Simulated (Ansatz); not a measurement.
This singlet lies 0.65 eV below the relaxed triplet at the level frozen-core CCSD(T)/cc-pVTZ // PBE0-D3(BJ)/def2-TZVP (Ansatz, a first-principles code).

Species: H4GeSi, SMILES `[SiH3][GeH]` (lower singlet) (charge 0, multiplicity 1).

Question: Give a relaxed geometry from Ansatz with PBE0-D3(BJ)/def2-TZVP.

Answer: the end point of this relaxation (outside a Z-matrix the atoms follow the SMILES, hydrogens last).
Bond lengths (Å): Si1–Ge2 2.452, Si1–H3 1.493, Si1–H4 1.489, Si1–H5 1.493, Ge2–H6 1.596. Bond angles (°): Ge2–Si1–H3 109.7, Ge2–Si1–H4 114.3, Ge2–Si1–H5 109.3, H3–Si1–H4 107.8, H3–Si1–H5 107.9, H4–Si1–H5 107.8, Si1–Ge2–H6 87.1.
